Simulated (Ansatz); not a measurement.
Born–Oppenheimer molecular dynamics of CH$_{6}$BClS (10 atoms, charge 0, multiplicity 1). It starts at the highest image of a converged band, a first-order saddle point between two minima.

These are results of Ansatz, RKS BHLYP/6-31G*, not measurements.

| Quantity | Value |
| --- | --- |
| ensemble | NVE (velocity Verlet) |
| time step | 0.5 fs |
| steps asked | 153 |
| starting velocities drawn for | 300 K |
| seed | 4212 |

First frame:

```xyz
10
Properties=species:S:1:pos:R:3
B 0.020 0.427 0.014
Cl -0.080 -0.579 2.014
C 1.385 0.045 -0.645
H 1.414 -1.014 -0.889
H 1.494 0.596 -1.580
H 2.250 0.270 -0.026
H -1.040 0.132 -0.413
S -0.126 2.191 0.860
H 1.174 2.424 1.073
H -0.207 0.985 1.944
```

Problem. What does the run give?

Solution. The run went to its last step.

```yaml
steps_done: 153
time_covered: 76.5 fs
mean_temperature_over_the_second_half: 924 K
spread_of_the_potential_energy_over_the_second_half: 10.9 meV per atom
mean_potential_energy_of_the_second_half_above_the_start: -64.5 meV per atom
```

The conserved energy stayed within 0.11 meV per atom of its start (net change 0.078 meV per atom), so the integration is sound. The kinetic energy rose, since the run started high on the potential surface and went downhill. It ends in pieces (CH5BS + ClH), so much of that is their flight and rotation, not heat. A run of 0.076 ps of so small a system gives no equilibrium averages. The orbitals stay closed-shell, which can raise the energy where a bond breaks towards radicals; this wasn't checked here.

Problem. What happens to the structure?

Solution. Between its relaxed ends the band would form B1–S8, Cl2–H10 and break B1–Cl2, S8–H10. These pairs go: B1–S8 1.96 → 1.78 Å, Cl2–H10 1.57 → 1.31 Å, B1–Cl2 2.24 → 3.68 Å, S8–H10 1.62 → 4.59 Å. In the last frame they stand as after the step (other bonds may differ from the relaxed reactants and products). It ends as CH5BS + ClH. Pairs count as bonded within 1.25 times the sum of covalent radii (0.12 Å more for H–H). This is one draw of velocities; another would differ in detail.

Problem. How do temperature and energy run in time?

Solution. 
```csv
time (fs),T (K),potential energy less start (eV),conserved less start (meV/atom)
0,300,0.000,0.00
6,113,0.194,0.07
12,251,0.051,0.03
18,321,-0.021,0.05
24,357,-0.059,0.07
30,593,-0.303,0.03
36,680,-0.393,0.02
42,741,-0.456,0.03
48,935,-0.657,0.01
54,930,-0.651,0.06
60,921,-0.641,0.08
66,1011,-0.735,0.07
72,1009,-0.733,0.07
```

Run time: 8 min on 1 thread of Arm Neoverse V2, on a shared host, peak memory 0.16 GiB.
